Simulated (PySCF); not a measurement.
H2OSZn, SMILES [OH][Zn][SH] (CAM-B3LYP/def2-SVP optimised geometry):

```
5

Zn     0.019     0.593     0.000
O     -1.736     0.755     0.000
H     -2.257    -0.054    -0.008
S      2.184     0.593     0.000
H      2.257    -0.755     0.015
```

Computed with PySCF with CAM-B3LYP/def2-TZVP.

Question: What are the frontier orbital energies and the dipole moment?

Answer: HOMO-2 -10.10 eV, HOMO-1 -10.09 eV, HOMO -8.73 eV, LUMO -0.23 eV, LUMO+1 0.53 eV; dipole moment 2.17 D.

On the same geometry PBE/def2-TZVP (PySCF) gives HOMO-2 -7.42 eV, HOMO-1 -6.96 eV, HOMO -6.14 eV, LUMO -1.91 eV, LUMO+1 -1.06 eV; dipole moment 2.01 D.

Meta-Löwdin charges at CAM-B3LYP/def2-TZVP: Zn1 1.22, O2 -1.01, H3 0.34, S4 -0.64, H5 0.10.
